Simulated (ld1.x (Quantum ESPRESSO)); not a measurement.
# Ranking TM semilocal potentials for As (Z = 33)

All share these settings but for the change named:

* Element: arsenic
* Generator: ld1.x (Quantum ESPRESSO) 7.5
* Type: norm-conserving Troullier–Martins (semilocal form)
* Functional: LDA (PZ)
* Relativity: scalar-relativistic
* Frozen core: [Ar] 3d10
* Valence charge: 5
* Reference configuration: 4s2 4p3
* Partial waves: 4p (bound): rc 1.45 bohr; 4s (bound): rc 1.70 bohr
* Local potential: the s channel
* Core correction: none

Test errors are all-electron minus pseudo excitation energies from the reference, over 4s2 4p2; 4s2 4p1; 4s2 4p0; 4s0 4p5; 4s1 4p0; 4s1 4p3; 4s2 4p2.5. None of these files shows a bound ghost.

The base gives 446.5 meV.

Of 12 variants that were run, those that failed, showed a ghost or another fault, or gave nearly equal values are left out.

A variant can come out equal or close to the base, since the largest error may sit in a test that the change hardly touches while other tests move.

(1) Rank these variants by their largest absolute test error, smallest first.
A. functional PBE
B. wave 4p (bound): rc 1.45 bohr becomes 4p (bound): rc 1.08 bohr
C. core correction a·sin(br)/r model core inside 0.86 bohr

Results:

(1) A (97.8 meV), C (356.4 meV), B (452.2 meV).
